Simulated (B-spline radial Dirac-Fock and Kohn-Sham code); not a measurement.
**Relativistic shifts of the levels of La⁵⁺**

System: the La⁵⁺ ion in the configuration [Kr] 4d10 5s2 5p4.

Both columns are ΔSCF binding energies of the configuration average from a radial finite-basis atomic code: non-relativistic Hartree-Fock with a point nucleus, and Dirac-Fock with a finite nucleus and the Coulomb interaction alone, averaged over the two j levels with weights 2j+1.

```
shell  Hartree-Fock (eV)  Dirac-Fock (eV)  shift (eV)  shift (%)
   1s            37332.6          39141.3    +1808.63      +4.84
   2s             5905.6           6358.4     +452.86      +7.67
   2p             5565.6           5702.5     +136.89      +2.46
   3s             1341.3           1441.2      +99.92      +7.45
   3p             1194.2           1226.1      +31.88      +2.67
   3d              923.0            910.3      -12.64      -1.37
   4s              329.4            351.2      +21.74      +6.60
   4d              172.1            168.5       -3.64      -2.11
   5s              91.59            95.59       +4.00      +4.36
   5p              74.63            75.37       +0.74      +0.99
```

Relativity binds 1s, 2s, 2p, 3s, 3p, 4s, 5s, 5p more strongly, among those listed most of all 2s in relative terms, and 3d, 4d more weakly, because the contracted s and p shells screen the nucleus better.

Values without a named source are computed, but for edge energies of neutral atoms, which are taken from tables.
